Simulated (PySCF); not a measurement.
GeF₂Cl₂, SMILES [Cl][Ge]([F])([F])[Cl].

Coordinates come from a B3LYP-D3(BJ)/def2-SVP optimisation.

These are CAM-B3LYP/def2-TZVP run with PySCF values and carry that method's errors.

The molecule is in vacuum.

Question: Estimate the frontier levels, gap, dipole moment and polarisability. (An estimate is asked for; the answer gives what the named calculation found.)

Answer: 
```
Item                                                                                                            Value
---------------------------------------------------------------------------------------------  ----------------------
highest occupied level                                                                                      -11.52 eV
lowest empty level                                                                                           -1.18 eV
orbital gap                                                                                                  10.34 eV
dipole moment                                                                                               0.262 e·Å
quadrupole, principal values (traceless, Buckingham form, about the centre of nuclear charge)  -2.65, -1.04, 3.69 D·Å
mean static polarisability                                                                       48.2 bohr³ (7.14 Å³)
polarisability, principal values                                                               38.8, 45.7, 60.1 bohr³
```
